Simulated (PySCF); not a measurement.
## Ionisation energy of Mo by level of theory

Mo [Kr] 4d5 5s1 (7S) → Mo⁺ [Kr] 4d5 (6S), as a difference of total energies. Computed with PySCF 2.14 in def2-SVP with the def2 core potential (28 electrons) (5s3p2d1f, 31 functions), with a scalar-relativistic core potential. Correlated levels: valence: 4s2 4p6 frozen. The calculations carry no spin-orbit coupling.

Task: Order these methods by the ionisation energy they give, lowest first.
A. MN15
B. UHF
C. SCS-MP2 (valence)
D. MP2 (valence)

Result: B (6.301 eV), C (6.434 eV), D (6.699 eV), A (7.241 eV).

Errors of the correlated levels include the incompleteness of this basis and the frozen core.

For comparison: 7.092 eV (measured; NIST Atomic Spectra Database, ionization energies).
